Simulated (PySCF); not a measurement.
Stepwise substitution at one centre (Ga H-F). All species are isolated molecules in the gas phase. Strings in code marks are SMILES.

Level of theory: ωB97X-D3(BJ)/def2-TZVP // PBE0-D3(BJ)/def2-TZVP run with PySCF. Delta-SCF ions had no search for a lower state. Excitations are Tamm–Dancoff values on a coarser integration grid. The basis has no diffuse functions, so Rydberg states are missing or too high.

```csv
species,T1 excitation (TDA) (eV),LUMO (eV),S1 excitation (TDA) (eV),brightest of the four lowest singlets (TDA) (eV),vertical ionisation energy (Delta-SCF) (eV),S1 oscillator strength
0 of 3 H replaced by F (`[GaH3]`),–,0.08,–,–,11.47,–
1 of 3 H replaced by F (`[F][GaH2]`),5.59,0.29,5.98,7.96,11.90,0.000
2 of 3 H replaced by F (`[F][GaH][F]`),7.24,0.56,(withheld),8.75,(withheld),(withheld)
3 of 3 H replaced by F (`[F][Ga]([F])[F]`),7.63,-0.18,8.02,(withheld),(withheld),0.000
```

Q: Some entries are withheld; supply them.

A: 
- 2 of 3 H replaced by F (`[F][GaH][F]`), S1 excitation (TDA) (eV): 7.79
- 2 of 3 H replaced by F (`[F][GaH][F]`), vertical ionisation energy (Delta-SCF) (eV): 13.38
- 2 of 3 H replaced by F (`[F][GaH][F]`), S1 oscillator strength: 0.059
- 3 of 3 H replaced by F (`[F][Ga]([F])[F]`), brightest of the four lowest singlets (TDA) (eV): 8.30
- 3 of 3 H replaced by F (`[F][Ga]([F])[F]`), vertical ionisation energy (Delta-SCF) (eV): 14.96
